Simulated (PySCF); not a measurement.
siletan-1-amine (C3H9NSi), SMILES [SiH]1(CCC1)N. Geometry optimised at PBE-D3(BJ)/def2-SVP. One conformer was computed; it need not be the lowest.

Computed with PBE-D3(BJ)/def2-SVP run with PySCF.

Harmonic wavenumbers (cm⁻¹): 120, 158, 250, 271, 342, 435, 545, 622, 633, 678, 773, 795, 840, 870, 878, 929, 931, 945, 1018, 1104, 1165, 1189, 1235, 1358, 1379, 1417, 1490, 2148, 2970, 2986, 2988, 3022, 3063, 3066, 3499, 3597. Rotational constants (GHz): 7.796, 2.887, 2.441; symmetry number 1.

### Question
Work out the zero-point energy and the ideal-gas rigid-rotor harmonic-oscillator thermochemistry at 298.15 K and 1 atm.

### Answer
ZPE = ½ Σ hcν = ½ × 49708 cm⁻¹ = 71.06 kcal/mol. H − E(el) = 76.04 kcal/mol. Entropy in cal/(mol K): translation 39.31, rotation 26.17, vibration 14.37, total 79.85. G − E(el) = 52.23 kcal/mol. Cp = 28.28 cal/(mol K). Modes under 150 cm⁻¹ make the vibrational entropy uncertain.
